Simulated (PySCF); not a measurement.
`C[C@@H]1C[C@H](C(C)(C)C)CC[P@H]1=O`, C10H21OP

Molfile (atoms numbered from 1):
```
C10H21OP
     RDKit          3D

 33 33  0  0  0  0  0  0  0  0999 V2000
    2.9890   -0.6659   -1.6598 C   0  0  0  0  0  0  0  0  0  0  0  0
    2.0302   -0.6652   -0.4753 C   0  0  2  0  0  0  0  0  0  0  0  0
    0.6422   -0.1528   -0.8455 C   0  0  0  0  0  0  0  0  0  0  0  0
   -0.3410   -0.1880    0.3334 C   0  0  2  0  0  0  0  0  0  0  0  0
   -1.8248   -0.0648   -0.1183 C   0  0  0  0  0  0  0  0  0  0  0  0
   -2.7552   -0.1465    1.1004 C   0  0  0  0  0  0  0  0  0  0  0  0
   -2.0926    1.2486   -0.8567 C   0  0  0  0  0  0  0  0  0  0  0  0
   -2.1884   -1.2377   -1.0400 C   0  0  0  0  0  0  0  0  0  0  0  0
    0.0645    0.8749    1.3644 C   0  0  0  0  0  0  0  0  0  0  0  0
    1.3833    0.5331    2.0455 C   0  0  0  0  0  0  0  0  0  0  0  0
    2.7516    0.3722    0.8500 P   0  0  1  0  0  5  0  0  0  0  0  0
    4.0270   -0.0845    1.4074 O   0  0  0  0  0  0  0  0  0  0  0  0
    3.9822   -0.9636   -1.3268 H   0  0  0  0  0  0  0  0  0  0  0  0
    2.6580   -1.3544   -2.4359 H   0  0  0  0  0  0  0  0  0  0  0  0
    3.0589    0.3335   -2.0887 H   0  0  0  0  0  0  0  0  0  0  0  0
    1.9624   -1.6817   -0.0643 H   0  0  0  0  0  0  0  0  0  0  0  0
    0.2692   -0.7659   -1.6662 H   0  0  0  0  0  0  0  0  0  0  0  0
    0.7351    0.8729   -1.2099 H   0  0  0  0  0  0  0  0  0  0  0  0
   -0.2485   -1.1687    0.8179 H   0  0  0  0  0  0  0  0  0  0  0  0
   -3.7860   -0.2581    0.7718 H   0  0  0  0  0  0  0  0  0  0  0  0
   -2.5038   -1.0033    1.7220 H   0  0  0  0  0  0  0  0  0  0  0  0
   -2.7058    0.7526    1.7082 H   0  0  0  0  0  0  0  0  0  0  0  0
   -3.1387    1.2966   -1.1514 H   0  0  0  0  0  0  0  0  0  0  0  0
   -1.4862    1.3248   -1.7552 H   0  0  0  0  0  0  0  0  0  0  0  0
   -1.8833    2.1048   -0.2208 H   0  0  0  0  0  0  0  0  0  0  0  0
   -1.7033   -1.1595   -2.0086 H   0  0  0  0  0  0  0  0  0  0  0  0
   -3.2614   -1.2516   -1.2160 H   0  0  0  0  0  0  0  0  0  0  0  0
   -1.9076   -2.1857   -0.5869 H   0  0  0  0  0  0  0  0  0  0  0  0
   -0.6996    0.9650    2.1360 H   0  0  0  0  0  0  0  0  0  0  0  0
    0.1596    1.8439    0.8706 H   0  0  0  0  0  0  0  0  0  0  0  0
    1.3217   -0.4228    2.5769 H   0  0  0  0  0  0  0  0  0  0  0  0
    1.6619    1.2942    2.7806 H   0  0  0  0  0  0  0  0  0  0  0  0
    2.8127    1.6355    0.2528 H   0  0  0  0  0  0  0  0  0  0  0  0
  1  2  1  0
  2  3  1  0
  3  4  1  0
  4  5  1  0
  5  6  1  0
  5  7  1  0
  5  8  1  0
  4  9  1  0
  9 10  1  0
 10 11  1  0
 11 12  2  0
 11  2  1  0
  1 13  1  0
  1 14  1  0
  1 15  1  0
  2 16  1  1
  3 17  1  0
  3 18  1  0
  4 19  1  1
  6 20  1  0
  6 21  1  0
  6 22  1  0
  7 23  1  0
  7 24  1  0
  7 25  1  0
  8 26  1  0
  8 27  1  0
  8 28  1  0
  9 29  1  0
  9 30  1  0
 10 31  1  0
 10 32  1  0
 11 33  1  6
M  END
```

Theory: PySCF, GIAO B97-2/pcSseg-1 magnetisability, rotational g tensor and spin-rotation constants, non-relativistic, gas phase. Geometry: GFN2-xTB.

Task: Give the nuclear spin-rotation constants along the inertial axes (H = +C I·J) beside the isotropic shieldings.

Result: Rotational constants 1.4893, 0.4835, 0.4102 GHz. A star marks the isotopologue with that one atom substituted, in its own axes.
| atom | isotope | Caa (kHz) | Cbb (kHz) | Ccc (kHz) | mean (kHz) | σ (ppm) |
| --- | --- | --- | --- | --- | --- | --- |
| P11 | 31P | 2.023 | 0.847 | 0.690 | 1.187 | 313.1 |
| H13 | 1H | 0.017 | -0.047 | -0.039 | -0.023 | 29.7 |
| H14 | 1H | -0.134 | -0.003 | -0.043 | -0.060 | 30.6 |
| H15 | 1H | -0.181 | -0.050 | 0.007 | -0.075 | 31.1 |
| H16 | 1H | -0.182 | -0.054 | 0.015 | -0.074 | 30.3 |
| H17 | 1H | -0.119 | -0.001 | -0.043 | -0.054 | 29.9 |
| H18 | 1H | -0.173 | -0.058 | 0.011 | -0.073 | 31.1 |
| H19 | 1H | -0.164 | -0.059 | 0.011 | -0.071 | 31.0 |
| H20 | 1H | 0.039 | -0.053 | -0.049 | -0.021 | 31.0 |
| H21 | 1H | -0.151 | -0.053 | 0.003 | -0.067 | 31.0 |
| H22 | 1H | -0.165 | -0.010 | -0.027 | -0.067 | 30.5 |
| H23 | 1H | 0.038 | -0.058 | -0.046 | -0.022 | 31.1 |
| H24 | 1H | -0.132 | -0.012 | -0.038 | -0.060 | 31.0 |
| H25 | 1H | -0.156 | -0.013 | -0.030 | -0.066 | 31.0 |
| H26 | 1H | -0.148 | -0.003 | -0.036 | -0.062 | 30.4 |
| H27 | 1H | 0.046 | -0.056 | -0.049 | -0.020 | 31.0 |
| H28 | 1H | -0.153 | -0.056 | 0.006 | -0.068 | 31.0 |
| H29 | 1H | -0.087 | -0.011 | -0.042 | -0.047 | 29.8 |
| H30 | 1H | -0.171 | -0.055 | 0.011 | -0.072 | 30.8 |
| H31 | 1H | -0.177 | -0.051 | 0.012 | -0.072 | 30.1 |
| H32 | 1H | -0.151 | 0.006 | -0.040 | -0.062 | 29.6 |
| H33 | 1H | -0.148 | -0.042 | 0.033 | -0.052 | 25.2 |
| C1 | 13C* | 0.211 | 0.070 | 0.058 | 0.113 | 168.2 |
| C2 | 13C* | 0.258 | 0.092 | 0.067 | 0.139 | 146.7 |
| C3 | 13C* | 0.263 | 0.077 | 0.071 | 0.137 | 150.6 |
| C4 | 13C* | 0.288 | 0.108 | 0.070 | 0.155 | 133.5 |
| C5 | 13C* | 0.241 | 0.083 | 0.071 | 0.132 | 151.1 |
| C6 | 13C* | 0.254 | 0.072 | 0.070 | 0.132 | 154.4 |
| C9 | 13C* | 0.266 | 0.067 | 0.063 | 0.132 | 158.8 |
| C10 | 13C* | 0.227 | 0.086 | 0.068 | 0.127 | 153.0 |
| O12 | 17O* | -0.319 | -0.042 | -0.026 | -0.129 | 250.2 |

For the geometry as given, no vibrational averaging.
